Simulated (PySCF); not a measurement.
ammonium (H4N), SMILES [NH4+], charge +1.

The structure is a stationary point at B3LYP-D3(BJ)/def2-TZVPD.

Two levels are set side by side: TDDFT-PBE/def2-TZVPD (PySCF) and EOM-CCSD/aug-cc-pVDZ (PySCF). Vertical, same geometry; the bases differ. Differences are taken from unrounded values.

```tsv
quantity	EOM-CCSD	TDDFT-PBE	TDDFT-PBE minus EOM-CCSD
lowest singlet excitation (eV)	15.54	14.44	-1.10
lowest triplet excitation (TDA for PBE) (eV)	14.45	13.65	-0.80
```

A lower first singlet is the usual sign of a functional without exact exchange. Differences between two approximate levels are no errors against the true value.

Rough cost on one machine, each run with all the roots and properties that it gave: EOM-CCSD against TDDFT-PBE about 5 times.
